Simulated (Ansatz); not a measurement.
System: C4H7O, net charge -1, singlet state. It need not be the lowest isomer of its formula. Whether it binds its extra electron was not tested at this geometry. SMILES: CCC[C-]=O
Geometry from a B3LYP-D3(BJ)/def2-TZVP (Ansatz, a quantum-chemistry and plane-wave program) optimisation:
```xyz
12

C     -2.2604    -0.2425    -0.0534
C     -0.8207     0.2625    -0.1494
C      0.2519    -0.7303     0.2714
C      1.8066    -0.2126     0.1867
O      1.8807     0.9532    -0.2132
H     -2.4125    -1.1266    -0.6809
H     -2.9919     0.5170    -0.3696
H     -2.5103    -0.5328     0.9722
H     -0.7082     1.1708     0.4530
H     -0.6121     0.5858    -1.1753
H      0.1103    -1.0576     1.3119
H      0.2144    -1.6451    -0.3379
```
Charge -1, spin multiplicity 1.

Parts of the frozen-core correlation energy in cc-pVTZ (Ansatz, hartree). Frozen orbitals: 5; correlated occupied orbitals by spin: 15 and 15; virtual: 228 and 228. Spin-orbit coupling is left out. Non-relativistic.

| term | value |
|---|---|
| reference (HF) | -230.40656 |
| MP2 opposite-spin | ? |
| MP2 same-spin | ? |
| CCSD correlation | -0.96116 |
| (T) | ? |
| T1 diagnostic | 0.016 |
| largest doubles amplitude | 0.070 |

Task: What belongs in the gaps?

Result: 
- MP2 opposite-spin, value: -0.70522
- MP2 same-spin, value: -0.21769
- (T), value: -0.04199
